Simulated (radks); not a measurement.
Results of a calculation; reference values are marked as such.
Species: the palladium ion Pd22+. Configuration: [Ar] 3d6. Code: a radial shooting solver on a logarithmic mesh with Libxc functionals. Model: scalar-relativistic Kohn-Sham, exchange-only LDA, spin-polarised, spherical densities, point nucleus; open shells are filled with parallel spins first (spin-orbit coupling, left out, can overturn this in heavy ions).

Normalised radial functions P(r) = r R(r), r in bohr:

r	2p down	3s up	3p down
0.002254	0.0164	0.2189	0.0078
0.003256	0.0316	0.2945	0.0151
0.004668	0.0599	0.3849	0.0286
0.006744	0.1145	0.4888	0.0545
0.009666	0.2127	0.5857	0.1012
0.01397	0.3912	0.6450	0.1856
0.02018	0.6926	0.6042	0.3267
0.02892	1.1459	0.3925	0.5341
0.04179	1.7667	-0.0506	0.8013
0.0599	2.4078	-0.6335	1.0249
0.08654	2.8027	-1.0651	0.9997
0.124	2.5960	-0.8364	0.4685
0.1792	1.7407	0.2771	-0.6065
0.259	0.7424	1.5694	-1.6329
0.3712	0.1754	1.8388	-1.7712
0.5363	0.0168	1.0206	-1.0136
0.7686	0.0005	0.2564	-0.2816
1.111	0.0000	0.0210	-0.0275
1.592	0.0000	0.0004	-0.0007
2.3	0.0000	0.0000	0.0000

2p down: eigenvalue -3946.5 eV, 0 radial nodes, <r> = 0.120 bohr, 90 % of the charge inside 0.195 bohr. 3s up: eigenvalue -1337.8 eV, 2 radial nodes at r = 0.0404, 0.166 bohr, <r> = 0.362 bohr, 90 % of the charge inside 0.529 bohr. 3p down: eigenvalue -1207.8 eV, 1 radial node at r = 0.148 bohr, <r> = 0.358 bohr, 90 % of the charge inside 0.534 bohr.
